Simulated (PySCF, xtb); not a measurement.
C₃H₈N₂Si, SMILES [SiH3]C1[C@H](N)CN=1.

GFN2-xTB run with xtb at its own geometry gives an orbital gap of 2.68 eV and a dipole moment of 2.08 D.

Geometry: PBE0-D3(BJ)/def2-SVP. The structure was generated by enumeration; whether it is a known compound was not checked. The values are those of a single conformer.

**Question.** What does PBE/def2-TZVP in PySCF give? (Estimate from the structure and the level; the computed values follow.)

**Answer.** gap 3.50 eV (levels -5.43 and -1.93 eV), dipole 2.04 D.
